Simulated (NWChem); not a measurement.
SrBr2; SMILES [Sr]([Br])[Br]

```xyz
3

Sr     0.0000     0.0000     0.4290
Br     2.6976     0.0000    -0.2329
Br    -2.6976     0.0000    -0.2329
```
Atoms are numbered in this order, from 1.

All runs: NWChem. The geometry was optimised at PBE-D3(BJ)/def2-SVP. def2 effective core potentials on Sr; no spin-orbit coupling.

For level PBE/def2-SVP (core potentials):

- highest occupied level (eV) = -6.27
- orbital gap (eV) = 3.36
- dipole (D) = 3.71

**Question.** Estimate the same quantities for level PBE/STO-3G (all-electron, non-relativistic).

**Answer.** 
| Item | Value |
|---|---|
| highest occupied level (eV) | -2.05 |
| orbital gap (eV) | 3.08 |
| dipole (D) | 3.35 |
